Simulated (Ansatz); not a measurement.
`C[Si](F)(F)CO` + `CC(C)C` → `CC(C)(C)C[Si](C)(F)F` + H₂O  (formal exchange of groups at a C–O bond)

Isolated molecules relaxed with PBE0-D4/def2-TZVP in Ansatz; ΔE leaves out vibrations. CBS: MP2 limit from def2 TZ/QZ plus the TZ coupled-cluster correction, frozen cores. This one scheme is used for every species. Functionals use def2-TZVPP. Each species was taken in one conformer, which may not be the lowest.

CCSD(T)/CBS gives -79.5 kJ/mol.

(1) Another level gave -70.4 kJ/mol. Which?
A. r2SCAN0-D4/def2-TZVPP
B. BHLYP/def2-TZVPP
C. revPBE/def2-TZVPP
D. ωB97X-V/def2-TZVPP

Largest T1 diagnostic among the species: 0.011.

Answers

(1) A. r2SCAN0-D4 -70.4, revPBE -40.1, ωB97X-V -65.8, BHLYP -49.6 kJ/mol.

Leaving LDA and LC-ωPBE aside and taking each functional with its dispersion term where it has one, the values, not all of them listed here, spread over 13.5 kJ/mol, from PBE-QIDH to B2PLYP. LDA lies −20.8 kJ/mol from PBE without D4. At CCSD(T), def2-SVP lies +9.4 kJ/mol from the extrapolated value and def2-TZVPP +3.4 kJ/mol.
